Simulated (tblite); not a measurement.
C₇H₁₅P.
Bonds: C1–C2 (double), C2–C3, C3–P4, P4–C5, P4–C6, C6–C7, C6–C8. Hydrogens: H9, H10 on C1; H11 on C2; H12, H13 on C3; H14, H15, H16 on C5; H17 on C6; H18, H19, H20 on C7; H21, H22, H23 on C8.

Computed geometry: GFN2-xTB, gas phase.

(1) What internal coordinates does the optimisation give?

## Answers

(1) 
| bond | length (Å) |
| --- | --- |
| C1=C2 | 1.321 |
| C2–C3 | 1.487 |
| C3–P4 | 1.878 |
| P4–C5 | 1.852 |
| P4–C6 | 1.882 |
| C6–C7, C6–C8 | 1.525 |
| C1–H9 | 1.077 |
| C1–H10 | 1.079 |
| C2–H11 | 1.083 |
| C3–H12, C3–H13 | 1.093 |
| C5–H14, C5–H15, C5–H16 | 1.089 |
| C6–H17 | 1.098 |
| C7–H18 and 5 like bonds | 1.088 |

Bonds in one row agree within 0.01 Å and their mean is given. A selection of angles:
| angle | degrees |
| --- | --- |
| C2–C1–H9 | 122.0 |
| C2–C1–H10 | 121.7 |
| H9–C1–H10 | 116.3 |
| C1–C2–C3 | 124.6 |
| C1–C2–H11 | 120.2 |
| C3–C2–H11 | 115.2 |
| C2–C3–P4 | 109.6 |
| C2–C3–H12 | 109.6 |
| C2–C3–H13 | 111.3 |
| P4–C3–H12 | 107.1 |
| P4–C3–H13 | 109.7 |
| H12–C3–H13 | 109.5 |
| C3–P4–C5 | 96.6 |
| C3–P4–C6 | 98.0 |
| C5–P4–C6 | 99.0 |
| P4–C5–H14 | 111.5 |
| P4–C5–H15 | 107.9 |
| P4–C5–H16 | 109.9 |
| H14–C5–H15 | 109.4 |
| H15–C5–H16 | 108.4 |
| P4–C6–C7 | 110.0 |
| P4–C6–H17 | 108.7 |
| C7–C6–C8 | 109.9 |
| C7–C6–H17 | 109.4 |
| C6–C7–H18 | 110.3 |
| C6–C7–H19 | 111.4 |
| H18–C7–H19 | 108.1 |

Dihedral angles: C1–C2–C3–P4 -113° (anticlinal); C2–C3–P4–C5 72° (synclinal); C3–P4–C6–C7 73° (synclinal). The mirror-image conformer, all signs reversed, is as good.

P4 (phosphine phosphorus) is pyramidal (angles 99.0°, 98.0° and 96.6°, sum 293.5°, 0.92 Å off the plane of its three neighbours). Of the pairs four or more bonds apart, H12···H19 is among the closest relative to their van der Waals radii: 2.30 Å, 96 % of the sum of Bondi's values. The 3 C–P bonds span 1.852 Å (P4–C5, drawn single) to 1.882 Å (P4–C6, drawn single), a spread of 0.030 Å. The C–C distances run from 1.321 Å (C1=C2, drawn double) to 1.525 Å (C6–C8, drawn single), a spread of 0.204 Å.

Point group: C1 (no symmetry element, even within 0.4 Å). Its GFN2-xTB frequencies are all real (lowest 44 cm⁻¹). One conformer, not necessarily the lowest.
